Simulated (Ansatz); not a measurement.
| atom | x (Å) | y (Å) | z (Å) |
| --- | --- | --- | --- |
| C | 0.0041 | -0.0461 | -0.8360 |
| C | 0.0048 | 0.6182 | 0.5376 |
| C | -0.0233 | -0.6352 | 0.5402 |
| H | 0.9177 | -0.0452 | -1.4851 |
| H | -0.9363 | 0.0011 | -1.5106 |
| H | -0.0119 | 1.5460 | 1.0202 |
| H | 0.0123 | -1.5700 | 0.9971 |

Basis set: def2-TZVP (spherical functions). Frozen core: 3 orbitals. Charge 0, multiplicity 1.

Computed with Ansatz (development build ahead of 0.2.0); each method stands on the lowest determinant of its kind that the runs found. Restricted open shells among the atoms or ions are ROHF, correlated in semicanonical orbitals with singles. Restricted functionals stand beside restricted open-shell atoms, which can lie above the unrestricted atoms usual in DFT and then raise those values.

The atomization energy at this shape (free ground-state atoms in the same class of orbitals less the molecule, no zero-point energy) of singlet C3H4:

| method | atomization energy |
| --- | --- |
| PBE0 (restricted) | 2872.4 kJ/mol |
| RHF-MP2 | 2778.1 kJ/mol |

(1) What does RHF give?

Results:

(1) 2096.6 kJ/mol. Caution: the shape is not the minimum.
